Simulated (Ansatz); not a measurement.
Start from `C=CCCC(=O)OCC` and change one atom or group to get `CCOC(=O)CC`.

Ansatz, PBE0-D4/def2-TZVP geometries, multiplicity 1. Each molecule was computed in one conformer, which needn't be the lowest.

| property | `C=CCCC(=O)OCC` |
| --- | --- |
| LUMO energy (B3LYP/def2-TZVPP) / eV | -0.09 |
| size of the dipole moment (ωB97M-V/def2-TZVPP) / D | 1.84 |
| size of the dipole moment (B3LYP/def2-TZVPP) / D | 1.86 |
| HOMO energy (B3LYP/def2-TZVPP) / eV | -7.20 |
| HOMO–LUMO gap (ωB97M-V/def2-TZVPP) / eV | 11.88 |
| HOMO energy (PBE0/def2-TZVPP) / eV | -7.42 |

Question: What does the change do to each property? (An estimate is asked.)

Answer: Computed: 
| property | `CCOC(=O)CC` | shift |
| --- | --- | --- |
| LUMO energy (B3LYP/def2-TZVPP) / eV | 0.16 | 0.25 |
| size of the dipole moment (ωB97M-V/def2-TZVPP) / D | 1.72 | -0.12 |
| size of the dipole moment (B3LYP/def2-TZVPP) / D | 1.73 | -0.13 |
| HOMO energy (B3LYP/def2-TZVPP) / eV | -7.64 | -0.44 |
| HOMO–LUMO gap (ωB97M-V/def2-TZVPP) / eV | 12.88 | 1.00 |
| HOMO energy (PBE0/def2-TZVPP) / eV | -7.89 | -0.47 |

With PBE0 the HOMO falls by 0.47 eV and the LUMO rises by 0.27 eV, so the gap widens by about 0.74 eV. PBE moves the HOMO by 0.06 eV and ωB97M-V by -0.64 eV. Dipoles are sizes alone; their direction can turn.

B3LYP here is the variant with VWN-RPA as its local correlation; programs differ in this.
